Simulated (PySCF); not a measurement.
C2H4ClFSi2, SMILES C#C[Si@H](F)[SiH2]Cl. Atoms are numbered in the order given.

```xyz
10

C      2.8521     0.8372     0.6797
C      1.9234     0.0320     0.6661
Si     0.4711    -1.0793     0.6453
F      0.5759    -2.1006    -0.6378
Si    -1.4589     0.2448     0.3985
Cl    -1.1636     1.4847    -1.2543
H      3.6752     1.5407     0.6905
H      0.4511    -1.9139     1.8936
H     -2.6894    -0.5880     0.1701
H     -1.6613     1.0952     1.6227
```

Geometry optimised at PBE-D3(BJ)/def2-SVP. The structure was generated by enumeration; whether it is a known compound was not checked. One conformer was computed; it need not be the lowest.

Level of theory: PBE/def2-TZVP (PySCF).

Problem. Estimate the frontier levels, gap, dipole moment and polarisability. (An estimate is asked for; the answer gives what the named calculation found.)

Solution. 
| Item | Value |
|---|---|
| highest occupied level | -6.91 eV |
| lowest empty level | -2.30 eV |
| orbital gap | 4.61 eV |
| dipole moment | 2.01 D |
| quadrupole, principal values (traceless, Buckingham form, about the centre of nuclear charge) | -8.73, -3.10, 11.83 D·Å |
| mean static polarisability | 88.5 bohr³ (13.12 Å³) |
| polarisability, principal values | 68.5, 89.0, 108.1 bohr³ |
